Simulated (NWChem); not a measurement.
System: NH$_{3}$TeO; SMILES N[Te]O

The following NWChem deck was run.

```
start job
memory heap 200 mb stack 900 mb global 1100 mb
geometry units angstroms
  Te     0.297812    -0.023332    -0.008173
  O     -0.907506    -1.627496    -0.082913
  H     -1.115022    -1.866423     0.829421
  N     -0.980658     1.523311    -0.000294
  H     -1.562968     1.605919     0.828706
  H     -1.537467     1.620687    -0.845492
end
basis spherical
  Te library 3-21g
  O library 3-21g
  H library 3-21g
  N library 3-21g
end
dft
  xc hfexch
  iterations 150
end
driver
  maxiter 120
end
task dft optimize
task dft freq
```

The level has its own optimisation; frequencies are unscaled.

Task: Give the results of this calculation. (Hartree-Fock/3-21G, non-relativistic.) Quantities: r O–Te (Å); r N–Te (Å); r H–O (Å); r H–N (Å); highest harmonic frequency (cm⁻¹); lowest (cm⁻¹); zero-point energy (kcal/mol); dipole (D).

Result: The r O–Te (Å) is 1.962, the r N–Te (Å) comes out as 1.971 and the r H–O (Å) is 0.967. The r H–N (Å) is 0.999, the highest harmonic frequency (cm⁻¹) is 3863 and the lowest (cm⁻¹) comes out as 248. The zero-point energy (kcal/mol) is 26.5 and the dipole (D) is 2.29.
